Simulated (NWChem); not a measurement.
BHBrF; SMILES FBBr

```xyz
4

B     -0.5611    -1.0602     0.0000
H     -1.7384    -1.3038     0.0000
F      0.3166    -2.0327     0.0000
Br     0.0543     0.7410     0.0000
```
Atoms are numbered in this order, from 1.

The geometry was optimised at PBE0/def2-SVP.

Spin-orbit effects, on the heavy nuclei and on their neighbours, are missing.

Q: Give the principal values of the shielding tensors (ppm) of B1, F3, Br4 from PBE0/x2c-SVPall-s, scalar ZORA without spin-orbit coupling, GIAO (NWChem), with their diamagnetic and paramagnetic parts as GIAO splits them.

A: 
```tsv
atom	σ11	σ22	σ33	isotropic	diamagnetic	paramagnetic
B1	9.7	66.5	82.7	53.0	198.3	-145.4
F3	15.3	84.6	428.6	176.2	456.9	-280.8
Br4	1428.3	2457.6	2659.8	2181.9	3114.6	-932.7
```
